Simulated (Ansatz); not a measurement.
Coupled-cluster run, C$_{11}$H$_{14}$HfO (`[CH3][Hf]12345678([OH])([C@H]9[C@@H]1[C@@H]2[C@@H]3[C@H]94)[C@H]1[C@@H]5[C@@H]6[C@@H]7[C@H]18`).

```yaml
crystal:
  periodic: [false, false, false]
  atoms:
    - {symbol: C, position_ang: [-1.504087, -1.786621, 0.120342]}
    - {symbol: Hf, position_ang: [-0.210695, 0.068363, 0.332402]}
    - {symbol: O, position_ang: [-0.945445, 0.723374, 2.043929]}
    - {symbol: C, position_ang: [-1.703710, 0.592940, -1.663987]}
    - {symbol: C, position_ang: [-2.024376, 1.530134, -0.659576]}
    - {symbol: C, position_ang: [-0.905552, 2.364529, -0.468050]}
    - {symbol: C, position_ang: [0.111683, 1.938598, -1.346812]}
    - {symbol: C, position_ang: [-0.384681, 0.843736, -2.090334]}
    - {symbol: C, position_ang: [1.933236, -0.151822, 1.694650]}
    - {symbol: C, position_ang: [2.293204, 0.318498, 0.415378]}
    - {symbol: C, position_ang: [2.039844, -0.718947, -0.514601]}
    - {symbol: C, position_ang: [1.502630, -1.811015, 0.189248]}
    - {symbol: C, position_ang: [1.431274, -1.458296, 1.555518]}
    - {symbol: H, position_ang: [-1.368796, -2.334282, -0.818724]}
    - {symbol: H, position_ang: [-2.561571, -1.508196, 0.183941]}
    - {symbol: H, position_ang: [-1.304033, -2.490895, 0.935401]}
    - {symbol: H, position_ang: [-0.687931, 0.463832, 2.926670]}
    - {symbol: H, position_ang: [-2.350782, -0.187394, -2.032434]}
    - {symbol: H, position_ang: [-2.946819, 1.573403, -0.100445]}
    - {symbol: H, position_ang: [-0.828099, 3.160008, 0.257825]}
    - {symbol: H, position_ang: [1.090058, 2.383587, -1.448223]}
    - {symbol: H, position_ang: [0.150398, 0.295510, -2.851587]}
    - {symbol: H, position_ang: [2.000331, 0.412696, 2.612873]}
    - {symbol: H, position_ang: [2.721035, 1.284390, 0.193493]}
    - {symbol: H, position_ang: [2.225997, -0.676440, -1.577097]}
    - {symbol: H, position_ang: [1.185332, -2.749573, -0.237748]}
    - {symbol: H, position_ang: [1.041527, -2.080109, 2.347930]}
basis:
  gaussian: {orbitals: def2-SVP}
correlation: {method: ccsd_t}
```

```sh
$ ansatz run in.yaml --threads 11 --pin off --events-out ev --progress --plain --max-ram 174080MiB --backend cuda --devices 0, --max-vram 75GiB
```

The program prints (abridged):

```
Functional definition: HF
2776 factors; integrals over basis functions are off by at most 1.5e-3 eV
mean field evaluation 1: about -14867.9153 eV, gradient 6.1e1 eV
mean field evaluation 2: about -14867.9373 eV, gradient 6.1e1 eV
mean field evaluation 4: about -14877.5460 eV, gradient 7.7e0 eV
mean field evaluation 8: about -14877.7099 eV, gradient 3.6e-1 eV
mean field evaluation 16: about -14877.5269 eV, gradient 7.7e0 eV
mean field -14877.71068094 eV, -546.7457830499 hartree, gradient 2.3e-6 eV, S^2 0.000000; 0 other end points of the search recorded, 0 dependent functions left out
12 core orbitals not correlated: weight in the atoms' cores, before any rotation towards them, 1.000 or more for the frozen orbitals, at most 0.000 for the correlated occupied ones
reference -14877.71068094 eV, -546.7457830499 hartree; 38, 38 occupied and 220, 220 virtual orbitals, 2776 factors
second order -52.97900131 eV of doubles, -0.00000000 eV of singles
cycle   1  -52.64884787 eV  change    3.3e-1 eV  update   1.9e-1
cycle   2  -54.05686482 eV  change    -1.4e0 eV  update   6.5e-2
cycle   3  -54.45021229 eV  change   -3.9e-1 eV  update   3.1e-2
cycle   4  -54.45701237 eV  change   -6.8e-3 eV  update   8.6e-3
cycle   5  -54.45343123 eV  change    3.6e-3 eV  update   4.0e-3
cycle   6  -54.45493509 eV  change   -1.5e-3 eV  update   1.4e-3
cycle   7  -54.45453665 eV  change    4.0e-4 eV  update   6.4e-4
cycle   8  -54.45395670 eV  change    5.8e-4 eV  update   2.0e-4
cycle   9  -54.45403453 eV  change   -7.8e-5 eV  update   7.4e-5
cycle  10  -54.45407988 eV  change   -4.5e-5 eV  update   2.8e-5
perturbative correction -2.34627682 eV, -0.0862240829 hartree
Total energy: -14934.51103764 eV, -548.8331576581 hartree
```

Hardware: 11 threads of an AMD EPYC 7R13 on a shared host and a whole NVIDIA H100 80 GB. Wall time 9 s, peak host memory 1.9 GiB.

MP2 recovers 93.3 % of the CCSD(T) correlation energy and the triples give 4.1 %; T1 = 0.0123.
